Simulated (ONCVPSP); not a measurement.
**Reading a pseudo-wave (sulfur (S))**

Columns: radius, all-electron u(r) and pseudo u(r) of the 3s shell (level -17.17 eV) of sulfur in the configuration [Ne] 3s2 3p4; LDA (Perdew-Zunger), non-relativistic, ONCV scheme, ONCVPSP 4.0.1.

| r (bohr) | all-electron | pseudo |
| --- | --- | --- |
| 0.080 | 0.1737 | 0.0247 |
| 0.160 | -0.1125 | 0.0504 |
| 0.240 | -0.3359 | 0.0793 |
| 0.320 | -0.4115 | 0.1147 |
| 0.400 | -0.3676 | 0.1591 |
| 0.480 | -0.2489 | 0.2129 |
| 0.560 | -0.0929 | 0.2740 |
| 0.640 | 0.0742 | 0.3398 |
| 0.720 | 0.2356 | 0.4086 |
| 0.800 | 0.3816 | 0.4801 |
| 0.880 | 0.5071 | 0.5537 |
| 0.960 | 0.6107 | 0.6268 |
| 1.040 | 0.6925 | 0.6949 |
| 1.120 | 0.7539 | 0.7525 |
| 1.200 | 0.7969 | 0.7956 |
| 1.280 | 0.8237 | 0.8233 |
| 1.360 | 0.8368 | 0.8367 |
| 1.440 | 0.8382 | 0.8382 |
| 1.520 | 0.8302 | 0.8302 |
| 1.600 | 0.8146 | 0.8146 |
| 1.680 | 0.7930 | 0.7930 |
| 1.760 | 0.7668 | 0.7668 |
| 1.840 | 0.7374 | 0.7374 |
| 1.920 | 0.7056 | 0.7056 |
| 2.000 | 0.6724 | 0.6724 |
| 2.080 | 0.6384 | 0.6384 |

How many radial nodes do the two functions have?

The all-electron 3s function has n − l − 1 = 2; the pseudo-wave has 0, since the states of the same l below it are removed with the core.

At about which radius was the pseudo-wave matched?

1.55 bohr. The columns agree to 0.0005 from 1.28 bohr on; several derivatives are matched, so the curves merge somewhat inside the radius.

Is the pseudo-wave norm-conserving?

Yes: the ONCV scheme keeps the norm inside the radius equal to the all-electron one, which fixes the energy derivative of the logarithmic derivative at the level.
